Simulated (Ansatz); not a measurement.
The cluster Au₅Cl₄⁺, relaxed as a singlet with RKS PBE0-D4/def2-SVP in Ansatz, starting from the GFN2-xTB geometry. Force threshold 0.02 eV/Å.

In the def2 sets Au takes a core potential; there is no spin–orbit coupling. The relaxation made no stability test and no search for a lower SCF solution. No other spin state of charge 1 was run. The structure comes from a short search, and lower isomers may exist.

Start:

```
atom   x (Å)   y (Å)   z (Å)
 Au1  -0.036  -0.436   0.481
 Au2   1.156   1.173  -1.738
 Au3  -1.957  -1.522   2.266
 Au4   2.764  -0.416   0.327
 Au5  -2.260   0.595  -0.632
 Cl6   3.420   0.836  -1.500
 Cl7  -3.562  -0.417   0.980
 Cl8  -1.034   1.678  -2.184
 Cl9   1.510  -1.491   2.001
```

```json
{"step": "1", "energy (eV)": "-68525.1729", "largest force component (eV/Å)": "0.900", "SCF passes": "19"}
{"step": "2", "energy (eV)": "-68525.3304", "largest force component (eV/Å)": "0.535", "SCF passes": "26"}
{"step": "3", "energy (eV)": "-68525.3980", "largest force component (eV/Å)": "0.281", "SCF passes": "25"}
{"step": "4", "energy (eV)": "-68525.5042", "largest force component (eV/Å)": "0.432", "SCF passes": "26"}
{"step": "5", "energy (eV)": "-68525.6282", "largest force component (eV/Å)": "0.394", "SCF passes": "31"}
{"step": "6", "energy (eV)": "-68525.7324", "largest force component (eV/Å)": "0.500", "SCF passes": "30"}
{"step": "7", "energy (eV)": "-68525.8262", "largest force component (eV/Å)": "0.363", "SCF passes": "25"}
{"step": "8", "energy (eV)": "-68525.8928", "largest force component (eV/Å)": "0.191", "SCF passes": "27"}
{"step": "9", "energy (eV)": "-68525.9462", "largest force component (eV/Å)": "0.215", "SCF passes": "24"}
{"step": "10", "energy (eV)": "-68526.0172", "largest force component (eV/Å)": "0.209", "SCF passes": "24"}
{"step": "11", "energy (eV)": "-68526.0803", "largest force component (eV/Å)": "0.140", "SCF passes": "24"}
{"step": "12", "energy (eV)": "-68526.1102", "largest force component (eV/Å)": "0.025", "SCF passes": "23"}
{"step": "13", "energy (eV)": "-68526.1103", "largest force component (eV/Å)": "0.018", "SCF passes": "25"}
```

Force components are those of the run's own axes.

End:

```xyz
9

Au    0.070    0.971    0.703
Au    0.928    1.153   -1.922
Au   -0.944   -1.377    1.760
Au    2.220   -0.769    0.602
Au   -2.237    0.545   -0.765
Cl    3.066    0.458   -1.221
Cl   -3.085   -0.725    1.027
Cl   -1.265    1.741   -2.545
Cl    1.247   -1.996    2.361
```

Bonds lost: Au1–Cl9 (atoms count from 1). Bonds formed: Au3–Cl9 (atoms count from 1). The end is the same structure that another start reached.

No frequencies were taken in this run, so the end may be a saddle point.

Hardware: 4 threads of Arm Neoverse V1 on a shared host. Wall time 2.7 min, peak host memory 1 GiB.
